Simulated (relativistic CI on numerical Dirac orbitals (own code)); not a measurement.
Spin-allowed bands of a d2 ion in an octahedral site, by hand

Problem. Take Δ = 25350 cm⁻¹ and B = 530 cm⁻¹ for a d2 ion in an octahedral site. Calculate the three spin-allowed bands.

Working.
1. The terms of highest spin are 3F (energy 0) and 3P (15B = 7950 cm⁻¹). Here the F term splits into A2 at +1.2Δ = 30420, T2 at +0.2Δ = 5070 and T1 at −0.6Δ = -15210 cm⁻¹.
2. The two T1 states mix through the element 0.4Δ: H = [[-15210, 10140], [10140, 7950]], with roots ½(H₁₁ + H₂₂) ∓ ½√[(H₂₂ − H₁₁)² + 4H₁₂²] = ½(-7260) ∓ ½(30784) = -19022 and 11762 cm⁻¹.
3. The ground term is 3T1 at -19022 cm⁻¹.
4. Bands: 3T2 24092 cm⁻¹ (415 nm), 3T1(P) 30784 cm⁻¹ (325 nm), 3A2 49442 cm⁻¹ (202 nm).

Check. Exact diagonalisation of the whole d2 shell with these parameters gives 3T2 24092, 3T1 30784, 3A2 49442 cm⁻¹. The match is exact, since without spin-orbit coupling no other term has this spin. The ratio of the second band to the first, 1.278, depends on Δ/B = 47.8 alone, which is how a Tanabe-Sugano diagram is read.
